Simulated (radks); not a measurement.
Values are calculated unless marked as measured or tabulated.
Spherical quantum dot in the effective-mass picture: electrons in a parabolic well V = omega^2 r^2 / 2 with omega = 0.08, with a point charge +1 (a donor) at the centre, all in effective atomic units (hartree* = m*/eps^2 hartree, bohr* = eps/m* bohr), one dielectric constant everywhere. Level of theory: non-relativistic Kohn-Sham, PBE, spin-polarised, spherical densities (a radial shooting solver with Libxc functionals). Levels are named by radial order and angular momentum (1s, 1p, 1d, 2s, ...), and open shells are averaged over m. Results are scaled to m* = 0.158 and eps = 5.9, for which hartree* = 123.5 meV and bohr* = 1.976 nm.

N = 15, configuration 1s2 1p6 1d(up 5, down 0) 2s2. This is the lowest configuration that the search found (a dilute case). Occupied levels:

| level | occupation | eigenvalue (meV) | <r> (nm) |
|---|---|---|---|
| 1s up | 1 | 183.74 | 9.304 |
| 1s down | 1 | 183.79 | 7.152 |
| 2s up | 1 | 187.19 | 15.12 |
| 1p up | 3 | 187.29 | 19.66 |
| 2s down | 1 | 188.65 | 16.41 |
| 1p down | 3 | 188.98 | 18.75 |
| 1d up | 5 | 190.12 | 20.79 |

Energy (meV): total 1499.42, kinetic 138.52, external 200.82, Hartree 1391.5, exchange-correlation -231.43.

Electron density:

| r (nm) | n(r) (e/nm^3) |
|---|---|
| 2.68 | 0.003883 |
| 5.55 | 0.0005077 |
| 8.43 | 0.0001522 |
| 11.3 | 0.0001507 |
| 14.2 | 0.0002086 |
| 17.1 | 0.0002468 |
| 19.9 | 0.0002241 |
| 22.8 | 0.0001471 |
| 25.7 | 0.00006300 |
| 28.6 | 0.00001721 |
| 31.4 | 3.176e-06 |
| 34.3 | 3.934e-07 |
| 37.2 | 3.147e-08 |
